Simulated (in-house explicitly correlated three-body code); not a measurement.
Computed with an exponentially correlated three-body code. Model: two electrons around a point charge, non-relativistic, variational in 260 exponentially correlated functions (energies converged to about 1e-7 hartree, or 1e-8 relative for large Z).

Command:
```bash
python run_hyl.py task.json out
```
Settings (lengths in bohr, energies in hartree):
```
Z                      7
screening              0.245
interaction_strength   1
functions              260
states_tried           13
```

Time taken, with all properties: 2.6 min on 1 thread of Arm Neoverse N1, with other jobs on the host.

**Those bound S and P states to n = 4 that converged, binding against the one-electron ion.**

Given: nuclear charge 7; Yukawa screening of all interactions 0.245 1/bohr.

Computed: one-electron threshold -22.8290157 hartree.

```
term  energy (hartree)  binding (eV)
1 1S       -41.6796354        512.95
2 3S       -26.3707456        96.375
2 1S                 ?             ?
2 3P        -26.113982        89.388
2 1P       -25.9587408        85.164
3 3S       -23.7858878        26.038
3 1S                 ?             ?
3 3P       -23.7090842        23.948
3 1P         -23.67063        22.901
4 3S       -23.0589884        6.2579
4 1S       -23.0424058        5.8066
4 3P       -23.0272495        5.3942
4 1P       -23.0158739        5.0847
```

Q: What belongs in the row 2 1S?

A: energy (hartree): -26.1354698; binding (eV): 89.973.

Q: What belongs in the row 3 1S?

A: energy (hartree): -23.7302551; binding (eV): 24.524.

**Converged states only, values per electron or pair (inverse distances are <exp(-kr)/r>).**

```
term  mean r (bohr)  mean r squared (bohr²)  mean inverse r (1/bohr)  mean r12 (bohr)  mean inverse r12 (1/bohr)  mean cosine  mean p1 dot p2 (bohr⁻²)  delta r1 (bohr⁻³)  delta r12 (bohr⁻³)
1 1S        0.22677                0.069099                   6.4431          0.33527                     3.8235    -0.018908                  0.81498             98.984               10.22
2 3S        0.57969                  0.5514                   4.0378          0.97957                    0.98702   -0.0060706                 0.057432             59.586                   -
2 1S              ?                       ?                        ?                ?                          ?            ?                        ?                  ?                   ?
2 3P         0.5181                 0.43763                    4.018          0.86958                     1.1874    -0.068178                  -2.7645             53.983                   -
2 1P              ?                       ?                        ?                ?                          ?            ?                        ?                  ?                   ?
3 3S          1.248                  2.9902                   3.6019           2.2952                    0.36752   -0.0017638                 0.014828              55.79                   -
3 1S         1.2866                  3.1956                   3.5957           2.3701                    0.40674   -0.0025163                 0.018576             55.706             0.42606
3 3P         1.2046                  2.8105                   3.5954           2.2109                    0.41151    -0.014958                 -0.58465              54.38                   -
3 1P          1.234                  2.9606                   3.5906           2.2638                    0.43294    0.0092644                   0.5953             54.511              0.1164
4 3S         2.4245                   12.11                   3.4566           4.6409                    0.13364  -0.00055624                0.0045283              54.89                   -
4 1S         2.4969                  12.879                   3.4539           4.7851                    0.14368  -0.00078372                0.0057329             54.864             0.12966
4 3P         2.4305                  12.266                   3.4529           4.6536                    0.14337   -0.0043042                 -0.16642              54.46                   -
4 1P          2.487                  12.865                   3.4508           4.7648                    0.14844    0.0026401                  0.17184             54.498            0.035652
```

Q: What belongs in the row 2 1S?

A: mean r (bohr): 0.60251; mean r squared (bohr²): 0.60375; mean inverse r (1/bohr): 4.0156; mean r12 (bohr): 1.0154; mean inverse r12 (1/bohr): 1.1596; mean cosine: -0.008916; mean p1 dot p2 (bohr⁻²): 0.068102; delta r1 (bohr⁻³): 59.18; delta r12 (bohr⁻³): 1.6437.

Q: What belongs in the row 2 1P?

A: mean r (bohr): 0.53582; mean r squared (bohr²): 0.47249; mean inverse r (1/bohr): 4.0011; mean r12 (bohr): 0.87602; mean inverse r12 (1/bohr): 1.2724; mean cosine: 0.042158; mean p1 dot p2 (bohr⁻²): 2.5986; delta r1 (bohr⁻³): 54.608; delta r12 (bohr⁻³): 0.4068.

**Electric-dipole lines between converged S and P states, rate of the upper state's decay.**

```json
{"s state": "1 1S", "p state": "2 1P", "p minus s (eV)": "427.79", "oscillator strength from s": "0.65625", "rate (1/s)": "1.7371e+12"}
{"s state": "1 1S", "p state": "3 1P", "p minus s (eV)": "490.05", "oscillator strength from s": "0.12583", "rate (1/s)": "4.3709e+11"}
{"s state": "1 1S", "p state": "4 1P", "p minus s (eV)": "507.87", "oscillator strength from s": "0.034716", "rate (1/s)": "1.2951e+11"}
{"s state": "2 1S", "p state": "2 1P", "p minus s (eV)": "?", "oscillator strength from s": "?", "rate (1/s)": "?"}
{"s state": "2 1S", "p state": "3 1P", "p minus s (eV)": "67.072", "oscillator strength from s": "0.32152", "rate (1/s)": "2.0921e+10"}
{"s state": "2 1S", "p state": "4 1P", "p minus s (eV)": "84.889", "oscillator strength from s": "0.064302", "rate (1/s)": "6.7021e+09"}
{"s state": "3 1S", "p state": "2 1P", "p minus s (eV)": "-60.64", "oscillator strength from s": "-0.057571", "rate (1/s)": "9.1862e+09"}
{"s state": "3 1S", "p state": "3 1P", "p minus s (eV)": "1.6225", "oscillator strength from s": "0.20717", "rate (1/s)": "7.8882e+06"}
{"s state": "3 1S", "p state": "4 1P", "p minus s (eV)": "19.439", "oscillator strength from s": "0.26739", "rate (1/s)": "1.4615e+09"}
{"s state": "4 1S", "p state": "2 1P", "p minus s (eV)": "-79.358", "oscillator strength from s": "-0.010035", "rate (1/s)": "2.7422e+09"}
{"s state": "4 1S", "p state": "3 1P", "p minus s (eV)": "?", "oscillator strength from s": "?", "rate (1/s)": "?"}
{"s state": "4 1S", "p state": "4 1P", "p minus s (eV)": "0.72197", "oscillator strength from s": "0.40055", "rate (1/s)": "3.0198e+06"}
{"s state": "2 3S", "p state": "2 3P", "p minus s (eV)": "6.9869", "oscillator strength from s": "0.12343", "rate (1/s)": "8.7151e+07"}
{"s state": "2 3S", "p state": "3 3P", "p minus s (eV)": "72.427", "oscillator strength from s": "0.29504", "rate (1/s)": "2.2386e+10"}
{"s state": "2 3S", "p state": "4 3P", "p minus s (eV)": "90.981", "oscillator strength from s": "0.060706", "rate (1/s)": "7.2681e+09"}
{"s state": "3 3S", "p state": "2 3P", "p minus s (eV)": "-63.351", "oscillator strength from s": "-0.061259", "rate (1/s)": "1.0668e+10"}
{"s state": "3 3S", "p state": "3 3P", "p minus s (eV)": "2.0899", "oscillator strength from s": "0.25225", "rate (1/s)": "1.5936e+07"}
{"s state": "3 3S", "p state": "4 3P", "p minus s (eV)": "20.644", "oscillator strength from s": "0.24513", "rate (1/s)": "1.5109e+09"}
{"s state": "4 3S", "p state": "2 3P", "p minus s (eV)": "-83.131", "oscillator strength from s": "-0.01047", "rate (1/s)": "3.1397e+09"}
{"s state": "4 3S", "p state": "3 3P", "p minus s (eV)": "-17.69", "oscillator strength from s": "-0.13165", "rate (1/s)": "1.7876e+09"}
{"s state": "4 3S", "p state": "4 3P", "p minus s (eV)": "0.86366", "oscillator strength from s": "0.45391", "rate (1/s)": "4.8971e+06"}
```

Q: What belongs in the row 2 1S 2 1P?

A: p minus s (eV): 4.809; oscillator strength from s: 0.092094; rate (1/s): 3.0806e+07.

Q: What belongs in the row 4 1S 3 1P?

A: p minus s (eV): -17.095; oscillator strength from s: -0.12091; rate (1/s): 1.5332e+09.

**Static dipole response.**

| state | polarisability (bohr³) |
| --- | --- |
| 1 1S | 0.0046854 |
| 2 1S | 3.0285 |
| 2 3S | 1.9372 |
